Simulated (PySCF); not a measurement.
Structure with atom numbers: `[CH3:1][O:2][C:3](=[O:4])[CH:5]([CH3:6])[CH3:7]` (H(Xn): hydrogen on atom n).

Computational details: GFN2-xTB structure, shielding tensors at PBE0/pcSseg-1 (GIAO), in PySCF (a single conformation, non-relativistic, averaged over atoms made equivalent by symmetry, fast rotation or ring inversion, no solvent).

**Question.** Predict the 2D correlation tables (HSQC, COSY, HMBC).

**Answer.** 

HSQC (one-bond C–H):
```tsv
δH	δC
3.85 (H(C1))	53.7 (C1)
2.47 (H(C5))	38.1 (C5)
1.19 (H(C6)/H(C7))	21.5 (C6/C7)
```

COSY cross peaks (H two or three bonds apart, from the bond graph; peaks can be absent where the dihedral angle is near 90°):
```tsv
δH	δH
2.47 (H(C5))	1.19 (H(C6)/H(C7))
```

HMBC (two and three bonds, from the bond graph):
```tsv
δH	δC
3.85 (H(C1))	184.6 (C3)
2.47 (H(C5))	184.6 (C3), 21.5 (C6/C7)
1.19 (H(C6)/H(C7))	184.6 (C3), 38.1 (C5), 21.5 (C6/C7)
```

Scale: $^{1}$H, $^{13}$C against TMS (reference shieldings calculated alike).

Shifts are as computed. Against solution values, carbons near 30 ppm lie about +3 ppm off and those near 130 ppm about +5 ppm. Of 1211 compounds with measured shifts, 218 miss one by over three times the rms of a fit or turn the order of signals round; such compounds aren't used in these exercises.
